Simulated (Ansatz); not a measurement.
Compare A (`C[SiH2]C(F)Br`) with its isomer B (`C[Si](C)(F)Br`).

Isolated molecules relaxed with PBE0-D4/def2-TZVP in Ansatz; ΔE leaves out vibrations. CCSD(T)/CBS adds triple-zeta CCSD(T) − MP2 to the extrapolated MP2 energy (def2 sets, frozen cores). DFT in def2-TZVPP. B3LYP here is the variant with VWN-RPA as its local correlation; programs differ in this. For Br outer-core shells are correlated without core-valence functions, which leaves a few kJ/mol of doubt a bond. Scalar relativity is left out up to krypton. One conformer a species, not always the lowest.

A:

Z-matrix (Å, degrees):
```
C
Si 1 1.859
H 1 1.092 2 110.4
H 1 1.091 2 110.8 3 -120.3
H 1 1.092 2 110.3 3 119.6
C 2 1.908 1 110.1 3 -177.1
H 2 1.485 1 113.1 3 64.0
H 2 1.489 1 111.5 3 -59.5
Br 6 1.956 2 109.1 1 -61.1
F 6 1.368 2 111.2 1 59.1
H 6 1.091 2 114.8 1 -177.8
```

B:

Z-matrix (Å, degrees):
```
C
Si 1 1.848
H 1 1.093 2 110.2
H 1 1.092 2 110.6 3 120.0
H 1 1.092 2 110.6 3 -120.0
C 2 1.848 1 115.1 3 -59.4
F 2 1.599 1 108.4 3 62.1
Br 2 2.225 1 109.0 3 177.7
H 6 1.092 2 110.6 1 179.3
H 6 1.092 2 110.7 1 -60.7
H 6 1.093 2 110.2 1 59.3
```

(1) Which is lower in electronic energy at CCSD(T)/CBS, and by how much? (Best estimate.)

(2) Give E(B) − E(A) in kcal/mol with B3LYP-D4, B3LYP, ωB97M-V, HF/def2-TZVPP, CCSD(T)/def2-TZVPP, PBE-D4, MP2/def2-TZVPP. (Best estimate.)

Largest T1 diagnostic: 0.010.

Results:

(1) Computed: B, by 100.1 kcal/mol.

(2) Computed: B3LYP-D4 -96.5, B3LYP -96.3, ωB97M-V -98.8, HF/def2-TZVPP -101.8, CCSD(T)/def2-TZVPP -98.1, PBE-D4 -93.2, MP2/def2-TZVPP -102.1. None reverses the order clearly.

From PBE to PBE0 (25 % exact exchange), in def2-TZVPP and without D4, E(B) − E(A) moves by −4.0 kcal/mol.
